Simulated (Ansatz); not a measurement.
A nudged elastic band was laid between two geometries of C2H3FSe (7 atoms, charge 0, multiplicity 1).

These are results of RKS revPBE/def2-SVP (Ansatz 0.2.0), not measurements.

```json
{
 "movable images": "9",
 "climbing image": "yes",
 "spring": "5.0 eV/Å²",
 "optimiser": "quadratic models (default)",
 "start path": "through a guess of the saddle point",
 "force threshold": "0.03 eV/Å",
 "iteration limit": "60",
 "end points": "relaxed"
}
```

Image 0:

```xyz
7
Properties=species:S:1:pos:R:3
C 0.249 -0.020 1.158
C -0.218 0.173 -0.090
F -1.487 0.576 -0.313
Se 0.859 0.034 -1.683
H -0.392 0.206 2.024
H 1.265 -0.399 1.323
H -0.215 -0.638 -2.465
```

Image 10:

```xyz
7
Properties=species:S:1:pos:R:3
C 0.249 -0.020 1.158
C -0.219 0.172 -0.090
F -1.487 0.575 -0.313
Se 0.859 0.034 -1.683
H 1.266 -0.398 1.324
H -0.392 0.205 2.024
H -0.214 -0.637 -2.466
```

Problem. Which bonds break or form, and what moves?

Solution. No bond is made or broken. The dihedral H6–C1–C2–Se4 goes from -8 to 172°. The two ends are copies of one structure, up to a mirror image or an exchange of like atoms.

Problem. What energy profile does the band end with?

Solution. It converged. The highest image is number 5 of 0 to 10, 2.59 eV above the ends, which have the same energy within 2 meV. The profile has 2 maxima (images 5, 9) with wells between them (image 7): this band takes more than one step, which may be the mechanism or a detour left from its start path. Neighbouring images differ by up to 1.9 eV, so the band resolves the path poorly. A vibrational analysis at the climbing image gives one clearly imaginary mode, 1765i cm⁻¹: a first-order saddle point.

```tsv
image	path coordinate (Å)	energy (eV)	dihedral H6–C1–C2–Se4 (°)
0	0.00	0.00	-8
1	0.65	0.04	-5
2	1.30	0.08	1
3	1.95	0.24	24
4	2.60	1.23	51
5	3.24	2.59	66
6	4.15	0.71	126
7	5.06	0.05	177
8	5.97	0.07	-177
9	6.88	0.07	178
10	7.79	0.00	172
```

Problem. What is the geometry of the highest image?

Solution. 
```xyz
7
Properties=species:S:1:pos:R:3
C 0.066 -0.032 1.128
C -0.315 0.519 -0.064
F -1.021 1.670 -0.177
Se -0.092 0.030 -1.979
H -0.409 -1.006 1.367
H 1.159 -0.053 1.311
H 0.672 -1.196 -1.632
```

The band took 19 iterations and of the order of 5 core-minutes.

Time of the run: 5 min on 1 thread of Intel(R) Xeon(R) 6975P-C (Granite Rapids), on a shared host, peak memory 0.17 GiB.
